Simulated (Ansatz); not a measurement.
Consider the ligand exchange at a B–O bond: `OB(O)Cl` + CH₃OH → `COB(O)Cl` + H₂O.

Computed with Ansatz on PBE0-D4/def2-TZVP structures; ΔE is electronic, products minus reactants. CCSD(T)/CBS adds triple-zeta CCSD(T) − MP2 to the extrapolated MP2 energy (def2 sets, frozen cores). This one scheme is used for every species. One conformer a species, not always the lowest.

| species | HF/def2-TZVPP energy (Eh) |
| --- | --- |
| `OB(O)Cl` | -635.33006 |
| CH₃OH | -115.09501 |
| `COB(O)Cl` | -674.36160 |
| H₂O | -76.06237 |

Problem. Work out ΔE.

Solution. ΔE = (-674.36160) + (-76.06237) − (-635.33006) − (-115.09501) = 0.00110 Eh = +0.03 eV. CCSD(T)/CBS gives -0.07 eV.

Largest T1 diagnostic among the species: 0.012.

The D4 term adds −0.06 eV with B3LYP and −0.03 eV with PBE0; it sums over pairs of atoms, weighted by their polarisabilities, and B3LYP, whose exchange is more repulsive, gets the larger term. In def2-TZVPP, CCSD(T) changes the Hartree–Fock value by −0.08 eV (the triples alone add −0.01 eV) and MP2 by −0.10 eV.

B3LYP here is the variant with VWN-RPA as its local correlation; programs differ in this.
